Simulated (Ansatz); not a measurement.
Na3F3, relaxed as a singlet with RKS PBE0-D4/def2-SVP in Ansatz, starting from the GFN1-xTB geometry. Force threshold 0.02 eV/Å.

The structure comes from a short search, and lower isomers may exist.

Start:

Cartesian coordinates in Å:
```
Na 1.7151 -0.6509 0.1621
Na -0.4381 1.2919 -1.1806
Na -1.1713 -0.5400 1.0813
F 1.3593 0.6658 -1.2415
F 0.4081 -1.6194 1.1991
F -1.8733 0.8526 -0.0204
```

| step | energy (eV) | largest force component (eV/Å) | SCF passes |
| --- | --- | --- | --- |
| 1 | -21379.3102 | 1.294 | 21 |
| 2 | -21379.6118 | 0.744 | 26 |
| 3 | -21379.7671 | 0.093 | 25 |
| 4 | -21379.7741 | 0.022 | 25 |
| 5 | -21379.7743 | 0.001 | 21 |

Force components are those of the run's own axes.

End:

```tsv
atom	x (Å)	y (Å)	z (Å)
Na1	1.832	-0.781	0.041
Na2	-0.428	1.472	-1.272
Na3	-1.404	-0.691	1.231
F4	1.444	0.710	-1.267
F5	0.440	-1.515	1.309
F6	-1.885	0.804	-0.041
```

By distances, no bond broke or formed. The bond that changes most is Na2–F6, from 1.90 to 2.02 Å (atoms count from 1). The end is the same structure that another start reached, the lowest one found.

No frequencies were taken in this run, so the end may be a saddle point.

It took 7.5 s on 4 threads of Arm Neoverse V1 on a shared host.
